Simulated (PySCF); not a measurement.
# Which determinant of SrGa⁺ lies lowest?

Unrestricted PBE0; Sr def2-SVP with ECP28, Ga def2-SVP; scalar-relativistic core potentials (PySCF 2.14). Outer shells of the fragments: Sr+ 5s1; Ga 3d10 4s2 4p1.

Followed along the bond (rough minima from three points):

```csv
2Ms+1,unpaired,⟨S²⟩ at the start,R at minimum (Å),Te (eV)
1,none,0.00,3.63,0.00
3,"σ ↑, π ↑",2.00,3.14,0.54
3,σ ↑↑,2.00,3.85,0.67
1,"σ ↑, π ↓",1.01,3.16,0.78
3,π ↑↑,2.00,none in the scan,≤ 1.21
```

Solutions found at the starting distance of 3.015 Å, counted from the lowest of them; the search is not exhaustive and high or unbound solutions are not listed, so other states can lie among these:

```
2Ms+1  unpaired   term  E (eV)  ⟨S²⟩  ⟨Lz²⟩  μ (D)
    1      none    ¹Σ⁺    0.00  0.00   0.00  -4.30
    3  σ ↑, π ↑     ³Π    0.10  2.00   1.00  -6.48
    1  σ ↑, π ↓  mixed    0.35  1.01   1.01  -6.10
    3      σ ↑↑    ³Σ⁺    0.66  2.00   0.00  -1.99
    3      π ↑↑    ³Σ⁻    0.91  2.00   0.00  -7.99
    1      π ↑↓  mixed    1.10  1.00   2.01  -7.94
    1      none  mixed    1.59  0.00   2.00  -7.58
    3  σ ↑, δ ↑     ³Δ    1.86  2.00   4.00  -2.42
    1  σ ↑, δ ↓  mixed    1.92  1.00   4.00  -2.71
```

A term symbol is given only where ⟨S²⟩ and ⟨Lz²⟩ are close to those of a pure state; real π, δ and φ orbitals otherwise mix terms. A positive dipole points towards Ga; it is taken about the centre of mass and depends on that origin.

Q: Compare the gap between the two lowest followed solutions at the starting distance with the gap between their minima.

A: At PBE0 the second solution (triplet, unpaired electrons σ ↑, π ↑) lies +0.10 eV from the first (singlet, closed shell) at 3.015 Å and +0.54 eV at the minima; the two curves relax by different amounts, since their minima lie near 3.14 and 3.63 Å.
